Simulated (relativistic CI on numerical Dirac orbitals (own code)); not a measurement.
# Mn VI: calculation against measurement

Method of calculation: Dirac-Coulomb-Breit CI, orbitals from a KLI potential per configuration, model QED, valence Slater integrals scaled by 0.85, P86 correlation energy added to each configuration (own radial code, finite nucleus).

Configurations in the expansion (outside the closed core [Ne]): 3s²3p⁶3d², 3s²3p⁶3d4s, 3s²3p⁵3d³, 3s²3p⁶3d4p, 3s²3p⁶3d4d, 3s3p⁶3d³, 3s²3p⁶3d5s, 3s²3p⁶3d4f, 3s²3p⁶3d5p, 3s²3p⁶4s², 3s²3p⁶3d5d, 3s²3p⁶3d6s, 3s²3p⁶3d5f, 3s²3p⁶3d5g, 3s²3p⁶3d6p, 3s²3p⁶4s4p, 3s²3p⁶3d6d, 3s²3p⁵3d²4s, 3s²3p⁶4p², 3s²3p⁶4s4d, 3s²3p⁵3d²4p, 3s²3p⁶4p4d, 3s²3p⁵3d²4d, 3p⁶3d⁴, 3p⁵3d⁵. Double excitations out of closed p, d and f shells are left out; levels of such configurations are missing from the list, as are those of other unlisted configurations, and high levels can miss mixing partners. These lack a partner that the ground configuration has and come out too high: 3s²3p⁵3d²4s, 3s²3p⁵3d²4p, 3s²3p⁵3d²4d.

```csv
Configuration,Term (tabulated),J,Measured (cm⁻¹),Computed,Error,Purity (%)
3s²3p⁶3d²,3F,2,0.0,0,0,100
3s²3p⁶3d²,3F,3,746.0,715,-31,100
3s²3p⁶3d²,3F,4,1669.0,1599,-70,100
3s²3p⁶3d²,1D,2,15336.0,15197,-139,94
3s²3p⁶3d²,3P,0,17782.0,17266,-516,100
3s²3p⁶3d²,3P,1,18057.0,17527,-530,100
3s²3p⁶3d²,3P,2,18628.0,18090,-538,94
3s²3p⁶3d²,1G,4,25511.0,24315,-1196,100
3s²3p⁶3d4s,3D,1,250096.6,253811,3714,99
3s²3p⁶3d4s,3D,2,250527.0,254231,3704,97
3s²3p⁶3d4s,3D,3,251403.0,255082,3679,99
3s²3p⁶3d4s,1D,2,255239.7,258870,3631,97
3s²3p⁶3d4p,1D°,2,319821.2,324042,4221,90
3s²3p⁶3d4p,3D°,1,321693.5,325441,3748,98
3s²3p⁶3d4p,3D°,2,322409.6,326157,3747,94
3s²3p⁶3d4p,3D°,3,323282.5,327007,3725,93
3s²3p⁶3d4p,3F°,2,323796.1,327795,3999,90
3s²3p⁶3d4p,3F°,3,324849.1,328798,3948,94
3s²3p⁶3d4p,3F°,4,326372.6,330293,3921,99
3s²3p⁶3d4p,3P°,1,329634.5,333522,3888,96
3s²3p⁶3d4p,3P°,0,329729.3,333620,3891,99
3s²3p⁶3d4p,3P°,2,329992.0,333885,3893,98
3s²3p⁶3d4p,1F°,3,333054.5,336714,3659,99
3s²3p⁶3d4p,1P°,1,336130.8,339494,3364,96
3s²3p⁶3d4d,1F,3,429104.8,433658,4553,95
3s²3p⁶3d4d,3D,2,431059.4,435373,4314,99
3s²3p⁶3d4d,3D,3,431606.6,435914,4308,95
3s²3p⁶3d4d,3G,3,432090.5,436550,4459,97
3s²3p⁶3d4d,1P,1,432313.3,436900,4587,89
3s²3p⁶3d4d,3G,4,432652.6,437102,4449,99
3s²3p⁶3d4d,3G,5,433463.6,437895,4431,100
3s²3p⁶3d4d,3S,1,436451.0,440644,4193,98
3s²3p⁶3d4d,3F,2,439105.0,444279,5174,98
3s²3p⁶3d4d,3F,3,439643.4,444809,5166,99
3s²3p⁶3d4d,3F,4,440234.1,445389,5155,99
3s²3p⁶3d4d,1D,2,444637.1,449233,4596,88
3s²3p⁶3d4d,3P,1,445581.9,450291,4709,99
3s²3p⁶3d4d,3P,2,446044.2,450719,4675,89
3s²3p⁶3d4d,1G,4,447701.8,452403,4702,99
```

Measured levels from Corliss and Sugar, J. Phys. Chem. Ref. Data 6, 1253 (1977); pairs were made by configuration, J and term (by order where the table uses no LS term), so strongly mixed levels may be paired wrongly. Some J values or terms of the table were assigned by a fit.

Mean error by configuration (cm⁻¹): 3s²3p⁶3d² -432; 3s²3p⁶3d4s 3682; 3s²3p⁶3d4p 3834; 3s²3p⁶3d4d 4631. Over the excited levels the mean absolute error is 3506 cm⁻¹ (38 of the 38 excited levels that our extract of the source holds in range could be paired), and the median relative error of those above 1,000 cm⁻¹ is 1.2 %. Some levels of the ground configuration have no partner.
